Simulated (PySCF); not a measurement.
**Correlation energy of Mn (manganese, neutral)**

[Ar] 3d5 4s1 4p1, high-spin 8P determinant (an excited configuration). Calculation: PySCF 2.14, in x2c-TZVPPall with one added diffuse shell each of s, p, d, f type (7s6p5d3f1g, 80 functions); the spin-free X2C one-electron Hamiltonian (Gaussian nucleus). Frozen: [Ne]; 15 electrons correlated.

MP2 pair energies summed by pair of shells (mhartree):

```csv
pair,energy,share (%)
3p-3d,-170.26,41.0
3p-3p,-77.77,18.7
3d-3d,-71.62,17.2
3s-3p,-31.27,7.5
3s-3d,-27.82,6.7
3d-4s,-10.92,2.6
3p-4s,-8.56,2.1
3d-4p,-6.32,1.5
3s-3s,-4.28,1.0
3p-4p,-3.42,0.8
4s-4p,-2.05,0.5
3s-4s,-0.69,0.2
3s-4p,-0.31,0.1
```

Total MP2 correlation energy: -415.30 mhartree.

Same-spin part -167.36 and opposite-spin part -247.94 mhartree; SCS-MP2 scales them by 1/3 and 6/5 to -353.32 mhartree.

This basis was not built for core-valence correlation, so the inner-shell part is incomplete.
